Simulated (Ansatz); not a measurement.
This triplet is an excited state, 0.38 eV above the relaxed singlet at the level frozen-core CCSD(T)/cc-pVTZ // PBE0-D3(BJ)/def2-TZVP (Ansatz, a program for electronic structure).

Species: H6Si3, SMILES `[SiH3][Si][SiH3]` (excited triplet) (charge 0, multiplicity 3).

Question: Give a relaxed geometry from PBE0-D3(BJ)/def2-TZVP (Ansatz).

Answer: the end point of this relaxation (outside a Z-matrix the atoms follow the SMILES, hydrogens last).
Cartesian coordinates (Å) in one orientation:
```xyz
9

Si    -1.921     0.733     0.143
Si     0.068     0.523    -1.031
Si     1.925    -0.705    -0.378
H     -2.594    -0.586     0.302
H     -1.685     1.310     1.495
H     -2.818     1.641    -0.618
H      2.971    -0.558    -1.423
H      2.465    -0.210     0.918
H      1.589    -2.148    -0.231
```
